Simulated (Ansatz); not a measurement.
Program: Ansatz 0.2.0.

Basis-set series for C₃H₄F₄ (`FCC(F)C(F)F`). Total charge 0; spin multiplicity 1. All single points use the PBE0-D4/def2-TZVP geometry. It is one conformer, not always the lowest.

| functional | basis | functions | energy (Eh) | HOMO (eV) | LUMO (eV) |
| --- | --- | --- | --- | --- | --- |
| PBE0-D4 | def2-TZVPP | 273 | -515.79972 | -9.64 | 1.26 |
| PBE0-D4 | def2-QZVPP | 519 | -515.82626 | -9.69 | 0.82 |
| ωB97M-V | def2-TZVPP | 273 | -516.16750 | -12.05 | 2.95 |
| ωB97M-V | def2-QZVPP | 519 | -516.19280 | -12.10 | 2.01 |

(1) Give the rows for def2-SVP. (An estimate is asked.)

Answers

(1) The calculation gave: 
```csv
functional,basis,functions,energy (Eh),HOMO (eV),LUMO (eV)
PBE0-D4,def2-SVP,118,-515.17990,-9.46,1.80
ωB97M-V,def2-SVP,118,-515.53180,-11.85,3.68
```

Positive LUMOs are unbound and depend on the basis.
